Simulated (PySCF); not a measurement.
## Assignment exercise: C$_{3}$H$_{11}$ClSi$_{3}$

Structure with atom numbers: `[SiH3:1]/[CH:2]=[C:3](\[Cl:4])[SiH2:5][CH2:6][SiH3:7]`; H(Xn) means a hydrogen on atom n.

[PySCF 2.14: geometry: GFN2-xTB; NMR shieldings at PBE0/pcSseg-1/GIAO; a single conformation; equivalent nuclei averaged; no relativistic terms; no solvent]

References, each an isolated molecule treated in the same way: ¹³C and ¹H against TMS.

Task: Assign these signals to the numbered atoms. ¹³C{¹H} NMR (computed): δ 167.4, 144.4, -13.3.

Result: 
| δ (ppm) | atoms | environment | reason |
| --- | --- | --- | --- |
| 167.4 | C3 | fully substituted alkene carbon | – |
| 144.4 | C2 | alkene CH | an sp2 carbon of a C=C bond |
| -13.3 | C6 | sp3 CH2 bonded to 2 Si | an electropositive neighbour leaves it electron-rich and shielded |

Task: Assign these signals to the numbered atoms. ¹H NMR (400 MHz, computed): δ 6.77 (q, 1H), 4.60 (t, 2H), 4.18 (d, 3H), 3.94 (t, 3H), 0.04 (m, 2H).

Result: 
| δ (ppm) | atoms | environment | reason |
| --- | --- | --- | --- |
| 6.77 | H(C2) | hydrogen on an alkene CH | olefinic region |
| 4.60 | H(Si5) | hydrogen on a silicon bonded to 2 C | – |
| 4.18 | H(Si1) | hydrogen on a silicon bonded to C | – |
| 3.94 | H(Si7) | hydrogen on a silicon bonded to C | – |
| 0.04 | H(C6) | hydrogen on an sp3 CH2 bonded to 2 Si | an electropositive neighbour shields it, as in TMS itself |

Carbons that carry Cl, above all several Cl atoms, come out too deshielded, partly because spin–orbit coupling is missing. Shifts are as computed. Against solution values, carbons near 30 ppm lie about +3 ppm off and those near 130 ppm about +5 ppm; carbons on Cl a further +6 ppm. Of 1211 compounds with measured shifts, 218 miss one by over three times the rms of a fit or turn the order of signals round; such compounds aren't used in these exercises. No couplings were computed; multiplicities are counted from neighbouring protons, with m where these are inequivalent, close in shift, in a saturated or five-membered ring or joined by F or P, and br s for small geminal =CH2 splittings.
